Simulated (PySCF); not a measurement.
Gas-phase reaction: 2 GaH₃.NH₃ → Ga₂H₆ + N₂ + 6 H

Method: PySCF energies plus ideal-gas RRHO corrections (1 bar). † marks an energy on the PBE0/def2-TZVP geometry and frequencies; other levels use their own. MP2 and CCSD(T) freeze the core. 6-31G* has spherical d functions here. Open shells (unrestricted): H (multiplicity 2); the rest are closed-shell singlets. B3LYP is the form with VWN-RPA correlation. Ga: all electrons, no relativistic terms. Adducts (GaH₃.NH₃) have no counterpoise correction, and HF, PBE, BLYP, B3LYP and PBE0 lack dispersion. GaH₃.NH₃, Ga₂H₆: computed as isolated molecules; such fragments, hydroxides, amides, oligomers or adducts are transient or little studied in the gas. MP2 isn't extrapolated to the basis-set limit; its ΔH°(298 K) is 1327.8 kJ in def2-SVP and 1384.9 kJ in def2-TZVPP. CCSD(T) isn't extrapolated to the basis-set limit; its ΔH°(298 K) is 1387.9 kJ in def2-SVP and 1443.2 kJ in def2-TZVPP. The harmonic model lacks anharmonicity and excited electronic states, which grow with temperature; levels with a mode under 35 cm⁻¹ are left out. Soft modes under 120 cm⁻¹ make the harmonic entropy rough for GaH₃.NH₃.

```json
[
 {"level": "B3LYP/def2-TZVP†", "ΔE electronic, kJ": "1611", "ΔH°(298 K), kJ": "1461", "ΔS°(298 K), J/K": "609", "ΔG°(800 K), kJ": "954"},
 {"level": "CCSD(T)/def2-TZVPP†", "ΔE electronic, kJ": "1593", "ΔH°(298 K), kJ": "1443", "ΔS°(298 K), J/K": "609", "ΔG°(800 K), kJ": "936"},
 {"level": "HF/6-31G*", "ΔE electronic, kJ": "1268", "ΔH°(298 K), kJ": "1105", "ΔS°(298 K), J/K": "609", "ΔG°(800 K), kJ": "597"},
 {"level": "MP2/def2-TZVPP†", "ΔE electronic, kJ": "1535", "ΔH°(298 K), kJ": "1385", "ΔS°(298 K), J/K": "609", "ΔG°(800 K), kJ": "878"},
 {"level": "PBE/def2-SVP", "ΔE electronic, kJ": "1566", "ΔH°(298 K), kJ": "1421", "ΔS°(298 K), J/K": "610", "ΔG°(800 K), kJ": "914"},
 {"level": "PBE0/def2-QZVP†", "ΔE electronic, kJ": "1595", "ΔH°(298 K), kJ": "1445", "ΔS°(298 K), J/K": "609", "ΔG°(800 K), kJ": "938"},
 {"level": "PBE0/def2-SVP†", "ΔE electronic, kJ": "1597", "ΔH°(298 K), kJ": "1447", "ΔS°(298 K), J/K": "609", "ΔG°(800 K), kJ": "940"},
 {"level": "ωB97M-V/def2-TZVP†", "ΔE electronic, kJ": "1608", "ΔH°(298 K), kJ": "1458", "ΔS°(298 K), J/K": "609", "ΔG°(800 K), kJ": "951"}
]
```
ΔH° is lowest at HF/6-31G* and highest at B3LYP/def2-TZVP†. No reference value is set beside these.
